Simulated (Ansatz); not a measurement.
Consider the formal exchange of groups at a Ge–C bond: `[CH3][GeH2][GeH3]` + `[SiH3][GeH2][SiH3]` → `[SiH3][GeH2][SiH2][GeH2][GeH3]` + CH₄.

Computed with Ansatz on PBE0-D4/def2-TZVP structures; ΔE is electronic, products minus reactants. CCSD(T)/CBS adds triple-zeta CCSD(T) − MP2 to the extrapolated MP2 energy (def2 sets, frozen cores). This one scheme is used for every species. Functionals use def2-TZVPP. For Ge outer-core shells are correlated without core-valence functions, which leaves a few kJ/mol of doubt a bond. Scalar relativity is left out up to krypton. Each species was taken in one conformer, which may not be the lowest.

| level | ΔE (eV) |
| --- | --- |
| r2SCAN0 | -0.54 |
| CCSD(T)/def2-SVP | -0.54 |
| CCSD(T)/def2-TZVPP | -0.52 |
| CCSD/CBS(def2) | -0.52 |

Question: What does CCSD(T)/CBS give? (An estimate is asked.)

Answer: The calculation gave: -0.55 eV. The listed levels differ from it by 0.01, 0.01, 0.03, 0.03 eV.

Largest T1 diagnostic among the species: 0.012.

The D4 term adds −0.16 eV with B3LYP and −0.10 eV with PBE0; it sums over pairs of atoms, weighted by their polarisabilities, and B3LYP, whose exchange is more repulsive, gets the larger term. In def2-TZVPP, CCSD(T) changes the Hartree–Fock value by −0.20 eV (the triples alone add −0.04 eV) and MP2 by −0.21 eV.

B3LYP here is the variant with VWN-RPA as its local correlation; programs differ in this.
